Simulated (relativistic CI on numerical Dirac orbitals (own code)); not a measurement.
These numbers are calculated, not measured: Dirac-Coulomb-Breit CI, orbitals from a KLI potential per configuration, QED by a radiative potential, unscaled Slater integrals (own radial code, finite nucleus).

The strongest absorption lines from the ground level of an ion, among the configurations computed and to levels below about 19500 eV (vacuum wavelength in Å, gf): 0.6785 (0.23), 0.8578 (0.26), 0.8724 (1.1), 0.9016 (0.31), 0.9317 (0.033), 4.5087 (0.32).

(1) Which ion is it?
A. Os70+
B. Ra82+
C. Pb76+
D. Pb78+

Results:

(1) C. Pb76+ has 6 electrons and the ground level 2s²2p² ³P0; the strongest line goes to 2s²2p3d ³D°1. The pattern of lines fixes the number of electrons, and along that sequence the line energies rise steadily with the charge (about as its square where n changes within one kind of shell, about linearly where n is kept but much faster in heavy ions where fine structure, which grows about as Z⁴, sets the gap, and irregularly where shells cross), which fixes Z. Configurations outside the model, such as inner-shell arrays, can give stronger lines. At this charge energies of transitions that change n are usually good to better than 1 %, and those within a shell (Δn = 0) to a few per cent.

LS names give the leading component of a level, which can be under half, so a name can repeat, a term be missing and a line seem to break the LS rules.
